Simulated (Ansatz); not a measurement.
```xyz
7

O    -0.9991   -1.0728   -0.2316
Nb    0.2515    0.2713    0.0504
F     1.6320   -0.9476    0.1256
F    -0.1584    1.0864   -1.5501
F     1.5132    1.6211    0.3554
F    -0.5966    0.8106    1.5958
H    -1.6426   -1.7689   -0.3455
```

Total charge 0; spin multiplicity 1. Nb: def2 effective core potential.

(1) List the PBE0/def2-TZVPP orbital energies in eV (the Gaussian-basis code of Ansatz). (An estimate is asked.)

Results:

(1) The calculation gave: Occupied: -674.58, -674.56, -674.55, -673.65, -523.94, -68.83, -43.40, -43.40, -43.23, -33.29, -32.55, -32.53, -32.09, -28.39, -16.28, -14.35, -14.34, -14.01, -13.95, -13.94, -12.78, -12.65, -12.63, -12.62, -12.23, -11.62, -11.61, -10.72, -10.71. Lowest empty: -2.52, -2.52, -1.43, -1.40, -0.30, 0.27, 1.10, 1.10.
